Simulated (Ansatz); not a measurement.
Process, species as SMILES: [CH]=CC[SiH3] → [CH-]=CC[SiH3] (an electron is taken up)
Each molecule is optimised on its own at B3LYP-D3(BJ)/def2-TZVP (Ansatz, a program for electronic structure), one conformer each, not searched for the lowest. Frequencies are from Ansatz. Markedly spin-contaminated UHF reference, which strains HF, MP2 and, less, CCSD(T): [CH]=CC[SiH3].
Geometry of the first species:
```xyz
11

C     -2.2158     0.6537    -0.0118
C     -1.2838    -0.1710     0.3831
C     -0.1482    -0.6977    -0.4482
Si     1.4894     0.1342     0.0035
H     -3.0762     1.1523     0.4030
H     -1.2921    -0.4972     1.4290
H     -0.0371    -1.7752    -0.2957
H     -0.3424    -0.5332    -1.5097
H      2.6051    -0.4948    -0.7453
H      1.4320     1.5766    -0.3256
H      1.7455    -0.0171     1.4564
```
Charge 0, spin multiplicity 2.

Quantity: adiabatic electron affinity (0 K, with B3LYP-D3(BJ) harmonic zero-point energies), positive where the reaction releases energy, in eV. Correlated levels leave the core frozen unless marked. UHF or UKS for open shells. No spin-orbit coupling. No relativistic terms. Anions need diffuse functions: aug- sets have them; def2-D sets add few. CBS marks a two-point X^-3 extrapolation of the correlation energy; Hartree-Fock from the larger set.

| level | program | adiabatic electron affinity (eV) |
|---|---|---|
| B3LYP/def2-TZVPD | Ansatz | [?] |
| HSE06-D3(BJ)/def2-TZVPD | Ansatz + dftd3 | [?] |
| B2GP-PLYP-D4/def2-TZVPD | Ansatz + dftd4 | 0.94 |
| B2PLYP-D4/def2-TZVPD | Ansatz + dftd4 | 0.97 |
| B2PLYP/def2-TZVPD | Ansatz | 0.93 |
| CCSD(T)/CBS(aug-cc-pV(T+d)Z,aug-cc-pV(Q+d)Z) | Ansatz | [?] |

### Question
What belongs in the gaps?

### Answer

- B3LYP/def2-TZVPD, adiabatic electron affinity (eV): 0.99
- HSE06-D3(BJ)/def2-TZVPD, adiabatic electron affinity (eV): 0.86
- CCSD(T)/CBS(aug-cc-pV(T+d)Z,aug-cc-pV(Q+d)Z), adiabatic electron affinity (eV): 1.06
